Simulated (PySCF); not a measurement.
Work out the structure from these simulated measurements.

Formula: SiBr4.

| Property | Result |
| --- | --- |
| Polarisability | 108.0 au [CAM-B3LYP/def2-SVPD] |
| XPS | Si2p3/2 109.8, Si1s 1850.0 eV [ΔSCF SCAN, pcX-2 on the ionised atom, pcseg-1 elsewhere, spin-free X2C, 2p3/2 from a spin–orbit splitting computed afterwards within the 2p shell] |
| Rotational structure | rotational constants A, B, C: 0.498, 0.495, 0.493 GHz [PBE0-D3(BJ)/def2-SVP] |
| Dipole | 0.00 D by symmetry (numerical residue 0.01 D) [CAM-B3LYP/def2-SVPD] |
| Triplet | lowest triplet excitation (Tamm–Dancoff): 5.40 eV [TDA CAM-B3LYP/def2-SVPD] |
| UV, first state | lowest singlet excitation: 5.79 eV (214 nm, f = 0.000 summed over 3 states within 0.01 eV) [TDDFT CAM-B3LYP/def2-SVPD] |
| UV, strongest line | among the 10 lowest singlet transitions: S4/S5/S6 at 6.60 eV (188 nm, f = 0.215 summed over these states) [TDDFT CAM-B3LYP/def2-SVPD] |

Gas-phase values; electronic properties from PySCF, density fitting. Levels stand in brackets. Isolated species at its PBE0-D3(BJ)/def2-SVP geometry, gas phase. Relativistic effects, spin–orbit coupling among them, are left out (core-ionisation runs apart) although an element past zinc is present.

Question: Give a SMILES that accounts for the data.

Answer: Numbering: `[Br:1][Si:2]([Br:3])([Br:4])[Br:5]`. Its formula, SiBr4, gives 0 degrees of unsaturation, so no ring and no π bond. The core levels belong to: Si2p3/2 109.8 eV, four-coordinate silicon [Si2]; Si1s 1850.0 eV, four-coordinate silicon [Si2]. No core level of Br was computed. The vanishing dipole is forced by symmetry. The optimised geometry has point group Td and is a spherical top (the spread among constants that symmetry makes equal is optimisation noise). Structure: `Br[Si](Br)(Br)Br`. The assignments are read from this structure; whether some other isomer fits the data as well wasn't checked.
